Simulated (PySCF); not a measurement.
A side-by-side comparison of computed properties.

First species: CH₃ClO₂S.
Atom-mapped SMILES: `[CH3:1][S:2](=[O:3])(=[O:4])[Cl:5]` (hydrogens: H6, H7, H8 on C1)

Structure used (GFN2-xTB), in Å, numbered top down from 1:
```xyz
8
CH3ClO2S angstrom
C     -0.9476    0.0494   -0.0949
S      0.8171   -0.2624    0.0464
O      1.3465   -0.6970   -1.2029
O      1.0948   -1.0168    1.2227
Cl     1.5051    1.6370    0.3683
H     -1.2814    0.4816    0.8384
H     -1.0984    0.7226   -0.9279
H     -1.4269   -0.9051   -0.2746
```

Second species: C6H8F2.
SMILES: `C1[C@H]([C@@H]([C@@H]2C[C@@H]21)F)F`

Levels: PBE0/def2-SVPD for HOMO energy, LUMO energy, HOMO–LUMO gap and static isotropic polarisability; TDDFT PBE0/def2-SVPD for lowest singlet excitation; TDA PBE0/def2-SVPD for lowest triplet excitation (Tamm–Dancoff). Geometries: GFN2-xTB. Each species is one conformer at its optimised geometry, gas phase, non-relativistic unless stated. Electronic properties by PySCF.

```tsv
property	column X	column Y
HOMO energy	-8.49 eV	-9.27 eV
LUMO energy	0.69 eV	-1.76 eV
HOMO–LUMO gap	9.18 eV	7.51 eV
lowest singlet excitation	7.91 eV	5.86 eV
lowest triplet excitation (Tamm–Dancoff)	7.75 eV	5.20 eV
static isotropic polarisability	65.1 au	54.7 au
```

Q: Which column belongs to which species?

A: Column X is the second species and column Y the first. The first has 8 atoms and 58 electrons, the second 16 and 62.

Q: How does each property change from the first species to the second?

A: HOMO energy +0.78 eV; LUMO energy +2.45 eV; HOMO–LUMO gap +1.67 eV; lowest singlet excitation +2.05 eV; lowest triplet excitation (Tamm–Dancoff) +2.55 eV; static isotropic polarisability +10.4 au.

On the first: The polarisability is 8.10 Å³ as a volume (1 au = 0.148185 Å³), or 0.94 au for each of the 58 electrons. S1 lies 1.65 eV below the HOMO–LUMO gap; its leading configuration is HOMO→LUMO, weight 0.97.

On the second: The polarisability is 9.65 Å³ as a volume (1 au = 0.148185 Å³), or 1.05 au for each of the 62 electrons. S1 lies 1.27 eV below the HOMO–LUMO gap; its leading configuration is HOMO→LUMO, weight 0.97.
